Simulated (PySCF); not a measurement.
SiClI, SMILES [Si](Cl)I (connectivity only; charge and spin as stated), neutral, multiplicity 1.

Coordinates come from a B3LYP-D3(BJ)/def2-TZVP optimisation. The def2 effective core potentials stand for the cores of I; spin–orbit coupling is left out.

Method: TDA-CAM-B3LYP/def2-SVPD in PySCF 2.14.0.

Vertical excitations. Isolated molecule, no solvent. State labels are in the subgroup Cs.

```csv
state,symmetry,energy (eV),λ (nm),f,main pairs
S1,A",3.29,376,0.015,HOMO→LUMO 98 %
S2,A",3.72,334,0.002,HOMO−1→LUMO 99 %
S3,A',4.37,284,0.028,HOMO−2→LUMO 87 %
S4,A',5.53,224,0.080,"HOMO→LUMO+1 62 %, HOMO−1→LUMO+1 28 %"
S5,A",5.85,212,0.002,"HOMO−3→LUMO 61 %, HOMO−2→LUMO+1 36 %"
S6,A',5.88,211,0.063,"HOMO→LUMO+2 50 %, HOMO−1→LUMO+1 36 %"
S7,A",5.91,210,0.008,"HOMO−2→LUMO+1 60 %, HOMO−3→LUMO 34 %"
S8,A',6.36,195,0.166,"HOMO−4→LUMO 40 %, HOMO−1→LUMO+2 22 %, HOMO−1→LUMO+1 14 %, HOMO→LUMO+1 10 %"
S9,A",6.39,194,0.005,HOMO−5→LUMO 94 %
S10,A',6.58,188,0.227,"HOMO−4→LUMO 43 %, HOMO→LUMO+2 24 %, HOMO−1→LUMO+2 13 %, HOMO−1→LUMO+1 7 %"
T1,A",2.04,606,0,HOMO→LUMO 86 %
T2,A",3.55,349,0,HOMO−1→LUMO 89 %
T3,A',3.59,345,0,HOMO−2→LUMO 99 %
T4,A',4.41,281,0,HOMO→LUMO+1 85 %
```
Triplets are in the Tamm–Dancoff approximation.
